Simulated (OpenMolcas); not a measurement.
Yb3+ in Cs2NaYCl6: curves along the breathing mode

Yb3+ with its 6 nearest chloride ions, on the Y site of Cs2NaYCl6 (a = 10.7396 Å, distance in the model lattice 2.619 Å). The rest of the host is ab initio model potentials to 7.6 Å, with orthogonalisation functions on the cations behind the ligands, and point charges beyond; the distance is set by hand and nothing relaxes. Ligand basis ANO-RCC-VDZP.

| Quantity | Value |
| --- | --- |
| Program | OpenMolcas 26.06 |
| Method | CASSCF |
| Basis | ANO-RCC-VDZP [7s6p4d2f1g] |
| Scalar Hamiltonian | DKH2, point nucleus |
| Active space | 13 electrons in 7 orbitals (4f) |
| State averaging | 2S+1 = 2 odd, 7 roots |
| Spin-orbit coupling | state interaction with AMFI integrals over the reference wave functions |

Spin-free energies (labels of O, the rotations of Oh) in cm-1 above the lowest fitted minimum, as all ligands move together:

```
R (Å)    2T1    2T2    2A2
2.452   5960   6260   6350
2.509   1790   2050   2140
2.567     90    310    390
2.625    580    770    850
2.683   2990   3160   3230
 2.74   7030   7180   7240
2.798  12680  12810  12880
```

Cubic fits give the following; the wavenumber is harmonic, with the mass of all moving ligands, small differences in it between states hang on the degree of the fit, a number in brackets counts states of one label, and the table is a selection of at most 14 states with clean curves.

```csv
State,R0 (Å),Breathing mode (cm-1),Minimum (cm-1)
2T1,2.583,318,0
2T2,2.584,318,210
2A2,2.584,318,290
```

For an f ion spin-orbit coupling outweighs the ligand field, so these spin-free curves are not those of observable levels.

Without dynamic correlation the ligand-field splitting of an f shell can come out too small, at times by half. No measured value stands beside these numbers.
